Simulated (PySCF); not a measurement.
**Radial density of W²⁺ (tungsten, charge +2)**

r2SCAN0, [Xe] 4f14 5d3 6s1, high-spin 5F determinant (an excited configuration). All numbers are calculated (PySCF 2.14, scalar relativity by spin-free X2C-1e, in x2c-QZVPPall).

```tsv
r (bohr)	4πr²ρ (e/bohr)	4πr²(ρα − ρβ)
0.0164	97.23	-0.0008
0.0275	91.38	-0.0021
0.0463	129.3	0.0283
0.0779	118.0	0.1135
0.131	116.1	0.1600
0.220	90.25	-0.0375
0.370	72.75	0.3125
0.623	44.45	-0.0258
1.05	16.01	1.3008
1.76	4.684	2.0811
2.97	0.8307	0.7889
4.99	0.03822	0.0382
```

Densities and radii are taken from the X2C orbitals without a picture-change correction, which distorts them close to the nucleus.

Spin-orbit coupling, absent here, splits the open shell strongly.

Q: Where is the radial spin density 4πr²(ρα − ρβ) most negative, and why is it negative at all?

A: Around r = 0.220 bohr, down to -0.0375 e/bohr: exchange with the open shell polarises the paired shells in an unrestricted calculation.
